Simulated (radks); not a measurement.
Values are calculated unless marked as measured or tabulated.
Ar IX, configuration [Ne] (the NIST ground configuration). Level of theory: scalar-relativistic Kohn-Sham, PBEsol, spin-polarised, spherical densities, finite nucleus; Fermi nuclear charge, rms radius 3.4274 fm (a radial shooting solver on a logarithmic mesh with Libxc functionals).

Radial electron density D(r) = 4 pi r^2 rho(r):

r (bohr)  D(r) (e/bohr)
0.004593         0.8985
0.005566          1.270
0.006798          1.806
0.008303          2.543
0.01014           3.538
0.01229           4.793
0.01501           6.463
0.01833           8.530
0.02221           10.86
0.02713           13.55
0.03314           16.28
0.04015           18.60
0.04904           20.28
0.0599            20.80
0.07316           19.95
0.08864           18.09
0.1083            15.81
0.1322            14.33
0.1602            14.50
0.1957            16.43
0.239             19.00
0.2896            20.32
0.3538            19.05
0.4321            14.96
0.5278            9.530
0.6395            4.900
0.781             1.841
0.954            0.4896
1.156           0.09269
1.412          0.009945

D(r) has 2 maxima, at r = 0.0585, 0.294 bohr, and minima at 0.143 bohr, inside which lie 2.18 electrons.
